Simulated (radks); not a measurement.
Ir28+, configuration [Kr] 4d10 4f3.

Calculated with a radial shooting solver on a logarithmic mesh with Libxc functionals: scalar-relativistic Kohn-Sham, LDA (Slater exchange, VWN5 correlation), spin-polarised, spherical densities, finite nucleus; open shells are filled with parallel spins first (spin-orbit coupling, left out, can overturn this in heavy ions); Fermi nuclear charge, rms radius 5.4032 fm.

Energy parts (eV):
| part | energy |
|---|---|
| total | -474645.38 |
| kinetic | 528462.48 |
| electron-nucleus | -1129570.93 |
| Hartree | 134561.21 |
| exchange-correlation | -8098.14 |

Orbitals (lengths in bohr, moments of r in powers of bohr; r(90%) holds 90 % of the orbital's charge):
orbital  occ.  eigenvalue (eV)  r(90%)  <1/r>
1s down     1        -76989.28  0.0318  92.08
1s up       1        -76989.27  0.0318  92.08
2s up       1        -14259.05   0.114  21.57
2s down     1        -14258.85   0.114  21.57
2p up       3        -12520.65   0.108  19.35
2p down     3        -12520.50   0.108  19.35
3s up       1        -4069.789   0.279  8.013
3s down     1        -4066.214   0.279  8.018
3p up       3        -3560.760   0.285  7.355
3p down     3        -3557.168   0.285  7.360
3d up       5        -3000.089   0.268  6.930
3d down     5        -2997.287   0.267  6.935
4s up       1        -1548.574   0.575  3.614
4s down     1        -1543.339   0.576  3.610
4p up       3        -1371.146   0.607  3.327
4p down     3        -1366.148   0.607  3.322
4d up       5        -1157.799   0.632  3.070
4d down     5        -1152.878   0.633  3.064
4f up       3        -929.8666   0.629  2.807
4f down     0        -924.3978   0.631  2.803
5s up       0        -789.7198    1.04  1.907
5s down     0        -787.1761    1.04  1.903
5p up       0        -718.0849    1.10  1.779
5p down     0        -715.7636    1.10  1.774

The highest occupied level is 4f up at -929.87 eV. The spin density at the nucleus is -19.80 e/bohr^3 (1s 0.03, 2s -4.92, 3s -34.62, 4s 19.71).
